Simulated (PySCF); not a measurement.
# Working out the ionisation energy of Co

Co [Ar] 3d7 4s2 (4F) → Co⁺ [Ar] 3d8 (3F). Computed with PySCF 2.14 in aug-cc-pVQZ (9s8p6d4f3g2h, 140 functions), with no relativity, point nucleus. Frozen: [Ar]. Energies in hartree (1 hartree = 27.21139 eV):

| part | Co (lower) | Co⁺ (upper) |
| --- | --- | --- |
| UHF | -1381.427173 | -1381.138692 |
| MP2 opposite-spin | -0.168048 | -0.194178 |
| MP2 same-spin | -0.104458 | -0.112989 |

What does Hartree-Fock give?

(-1381.138692) − (-1381.427173) = 0.288481 hartree = 7.850 eV.

What do MP2 and SCS-MP2 (6/5 opposite-spin, 1/3 same-spin) give?

The opposite-spin parts differ by -0.711 eV and the same-spin parts by -0.232 eV. MP2: 7.850 + (-0.711) + (-0.232) = 6.907 eV. SCS-MP2: 7.850 + 1.2 × (-0.711) + (-0.232)/3 = 6.919 eV.

Measured between the centres of the two terms (NIST): 7.869 eV, so MP2 (valence) is off by -0.962 eV.

The calculation is non-relativistic.

What remains against the reference includes basis incompleteness, the frozen core and correlation beyond second order.
